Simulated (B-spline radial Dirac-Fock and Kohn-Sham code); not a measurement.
Yb³⁺: non-radiative channels of the 3s vacancy

System: ytterbium as Yb³⁺ in the configuration [Xe] 4f13.

Method: independent-particle radiative and Coulomb Auger rates from relativistic LDA hole-state orbitals, with Dirac-Fock energies. Computed with a radial atomic solver. Kinetic energies are configuration averages from the vacuum level; the two-hole energies are estimated from single-hole states.

| transition | kinetic energy (eV) | width (meV) | share (%) |
| --- | --- | --- | --- |
| M1-M3N3 | 33.01 | 1590 | 10.4 |
| M1-M2O1 | 111.3 | 169 | 1.1 |
| M1-M2O2 | 141.1 | 145 | 0.9 |
| M1-M2O3 | 148.2 | 214 | 1.4 |
| M1-M2N6 | 158.6 | 673 | 4.4 |
| M1-M2N7 | 160.0 | 899 | 5.9 |
| M1-M3N4 | 184.2 | 633 | 4.1 |
| M1-M3N5 | 193.9 | 917 | 6.0 |
| M1-M4N1 | 267.6 | 464 | 3.0 |
| M1-M5N1 | 315.2 | 663 | 4.3 |
| M1-M3O1 | 334.1 | 181 | 1.2 |
| M1-M3O2 | 363.6 | 159 | 1.0 |
| M1-M3O3 | 371.1 | 202 | 1.3 |
| M1-M3N6 | 381.1 | 2430 | 15.8 |
| M1-M3N7 | 382.9 | 3050 | 19.8 |
| M1-M5N3 | 459.0 | 196 | 1.3 |
| M1-M4N4 | 564.1 | 158 | 1.0 |
| M1-M4N5 | 572.4 | 202 | 1.3 |
| M1-M5N4 | 610.6 | 221 | 1.4 |
| M1-M5N5 | 620.8 | 323 | 2.1 |
| M1-M4N6 | 761.0 | 123 | 0.8 |
| M1-M5N6 | 808.1 | 141 | 0.9 |
| M1-M5N7 | 810.1 | 220 | 1.4 |
| M1-N1N5 | 1659.0 | 154 | 1.0 |

Coster-Kronig rates are the weakest part of this model and often come out 1.5 to 2.5 times too large. The listed channels hold 92 % of the non-radiative rate. Summed by principal shells, of 15.4 eV in all: MMN 86.2 %, MMO 8.1 %, MNN 5.1 %, MNO 0.6 %.
